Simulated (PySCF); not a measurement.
F₄S. Atoms are numbered in the order given.

```xyz
5

F      1.2204     0.0000    -0.6181
S      0.0000     0.0000     0.3866
F      0.0000     1.6541     0.2744
F      0.0000    -1.6541     0.2744
F     -1.2204     0.0000    -0.6181
```
Charge 0, spin multiplicity 1.

Coordinates come from a PBE0-D3(BJ)/def2-SVP optimisation.

Level of theory: KT2/pcSseg-2 in PySCF.

GIAO shieldings, no solvent; atoms listed in one row are averaged. δ = σ(ref) − σ: ¹⁹F against CFCl3 (σ = 125.1 ppm); ³³S against H2S (σ = 720.7 ppm), references at their B3LYP-D3(BJ)/def2-TZVP geometries, non-relativistic.

Computed chemical shifts:
```csv
nucleus,atoms,count,δ (ppm)
¹⁹F,"F4, F3",2,85.8
¹⁹F,"F1, F5",2,39.4
³³S,S2,1,720.3
```
